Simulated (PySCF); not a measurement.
C2H7BS2.

```xyz
12

B     -0.2655    -0.1574     0.0973
H     -1.2593    -0.6187     0.5984
S     -0.3939     1.1254    -1.1483
C     -2.2087     1.3549    -1.2827
H     -2.6945     0.4273    -1.6131
H     -2.3796     2.1387    -2.0327
H     -2.6320     1.6766    -0.3219
S      1.3532    -0.7483     0.5913
C      0.9357    -2.0148     1.8508
H      0.4001    -1.5613     2.6953
H      1.8839    -2.4368     2.2098
H      0.3281    -2.8160     1.4098
```

Geometry optimised at B3LYP-D3(BJ)/def2-SVP. This is a generated structure with no PubChem entry under its InChIKey; it may be hypothetical. One conformer was computed; it need not be the lowest.

Method: HF/pcSseg-1 run with PySCF. Non-relativistic, no solvent.

### Question
Give the absolute GIAO shielding of each atom: isotropic value and principal components (ppm). (Estimate from the structure and the level; the computed values follow.)

### Answer

| atom | σ(iso) | σ11 | σ22 | σ33 | span |
|---|---|---|---|---|---|
| B1 | 44.0 | -13.3 | 35.4 | 109.9 | 123.2 |
| H2 | 24.9 | 21.1 | 23.9 | 29.6 | 8.5 |
| S3 | 563.1 | 354.0 | 641.2 | 694.1 | 340.1 |
| C4 | 173.1 | 156.6 | 171.0 | 191.7 | 35.1 |
| H5 | 29.4 | 24.1 | 27.6 | 36.6 | 12.5 |
| H6 | 29.7 | 24.2 | 27.0 | 38.0 | 13.8 |
| H7 | 29.4 | 24.1 | 27.6 | 36.6 | 12.5 |
| S8 | 563.1 | 354.0 | 641.2 | 694.1 | 340.1 |
| C9 | 173.1 | 156.6 | 171.0 | 191.7 | 35.1 |
| H10 | 29.4 | 24.1 | 27.6 | 36.6 | 12.5 |
| H11 | 29.7 | 24.2 | 27.0 | 38.0 | 13.8 |
| H12 | 29.4 | 24.1 | 27.6 | 36.6 | 12.5 |
